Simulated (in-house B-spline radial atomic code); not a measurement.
Configurations of Ca+, with energies counted from [Ar] 4s1. All numbers are computed (scalar-relativistic (X2C) B3LYP, spin-polarised, spherical fractional occupations, exact exchange averaged over the configuration; Fermi nucleus of rms radius 3.4776 fm) with a B-spline radial code for spherical atoms, not measured. Shells without spins written out take the highest spin.

Occupations are held fixed; configurations that lie above the ionisation limit could autoionise.

| configuration | E - E(ref) (eV) | highest orbital | its <r> (bohr) |
| --- | --- | --- | --- |
| [He] 2s2 2p5 3s2 3p6 3d1 4s1 | 347.92 | 4s up | 3.395 |
| [He] 2s2 2p5 3s2 3p6 4s1 4p1 | 354.44 | 4p up | 3.687 |
| [He] 2s2 2p5 3s2 3p6 4s1 4d1 | 359.45 | 4d up | 5.394 |
| [He] 2s2 2p5 3s2 3p6 4s1 4f1 | 361.94 | 4f up | 8.085 |
| [He] 2s2 2p5 3s2 3p6 4s1 5d1 | 361.99 | 5d up | 10.49 |
| [He] 2s2 2p5 3s2 3p6 4s1 5f1 | 363.08 | 5f up | 13.85 |

Q: Order these further configurations by energy, lowest first.
A. [Ne] 3s1 3p6 4s1 5d1
B. [Ne] 3s2 3p5 4s1 4p1
C. [He] 2s2 2p5 3s2 3p6 4s1 5s1
D. [He] 2s2 2p5 3s2 3p6 4s1 5p1
E. [Ne] 3s1 3p6 4s1 4d1

A: B (31.116 eV), E (56.53 eV), A (58.984 eV), C (359.35 eV), D (360.47 eV).

Q: How far above the reference does [Ar] 4p1 lie?

A: 3.1411 eV; its least bound orbital is 4p up with <r> = 4.307 bohr.
